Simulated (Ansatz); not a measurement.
Relaxation of a periodic cell of 17 atoms, TiSi$_{16}$ (host Si, host structure diamond, interstitial Ti), to a largest force component of 0.03 eV/Å in at most 60 steps.

Theory: DFT PBE-D3(BJ), scalar-relativistic, plane waves, PAW in Ansatz 0.2.0. Settings: PAW set soft_1, cutoff 420 eV, k mesh 2x2x2, gaussian smearing 0.05 eV, no spin polarisation.

```xyz
17
Lattice="0.0000 5.4300 5.4300 5.4300 0.0000 5.4300 5.4300 5.4300 0.0000" Properties=species:S:1:pos:R:3:forces:R:3
Si 0.000 0.000 0.000 0.00 0.01 0.01
Si 1.357 1.357 1.357 -0.25 -0.25 -0.25
Si 2.715 2.715 0.000 -0.02 -0.01 0.57
Si 4.072 4.072 1.357 0.25 0.25 -0.26
Si 2.715 0.000 2.715 -0.02 0.57 -0.02
Si 4.072 1.357 4.072 0.25 -0.26 0.25
Si 5.430 2.715 2.715 -0.66 0.01 0.01
Si 6.787 4.072 4.072 -0.88 0.89 0.89
Si 0.000 2.715 2.715 0.60 -0.02 -0.02
Si 1.357 4.072 4.072 -0.26 0.26 0.26
Si 2.715 5.430 2.715 0.01 -0.70 0.00
Si 4.072 6.787 4.072 0.97 -0.95 0.97
Si 2.715 2.715 5.430 0.01 0.00 -0.70
Si 4.072 4.072 6.787 0.97 0.98 -0.96
Si 5.430 5.430 5.430 0.00 0.00 0.00
Si 6.787 6.787 6.787 -1.20 -1.20 -1.19
Ti 8.133 8.121 8.119 0.21 0.42 0.44
```

Q: Where does it end, and by what steps?

A: The run converged. Limits of this set-up: coarse k mesh, a small cell, in which the defect meets its images. After 3 steps the energy has fallen by 0.384 eV; Si14 moved furthest, 0.08 Å.

```
step  energy less start (eV)  largest force component (eV/Å)  accepted
   0                  0.0000                           1.204       yes
   1                 -0.3590                           0.347       yes
   2                 -0.3838                           0.039       yes
   3                 -0.3841                           0.004       yes
```

```xyz
17
Lattice="0.0000 5.4300 5.4300 5.4300 0.0000 5.4300 5.4300 5.4300 0.0000" Properties=species:S:1:pos:R:3
Si -0.002 -0.003 -0.003
Si 1.340 1.339 1.339
Si 2.713 2.713 0.034
Si 4.087 4.086 1.340
Si 2.713 0.034 2.713
Si 4.087 1.340 4.086
Si 5.393 2.715 2.715
Si 6.742 4.116 4.116
Si 0.035 2.712 2.712
Si 1.341 4.086 4.086
Si 2.716 5.393 2.714
Si 4.117 6.741 4.116
Si 2.716 2.714 5.392
Si 4.117 4.116 6.741
Si 5.431 5.430 5.430
Si 6.743 6.743 6.743
Ti 8.145 8.144 8.144
```

The run took 26 s on 1 thread of Arm Neoverse V1, on a shared host, peak memory 0.55 GiB.
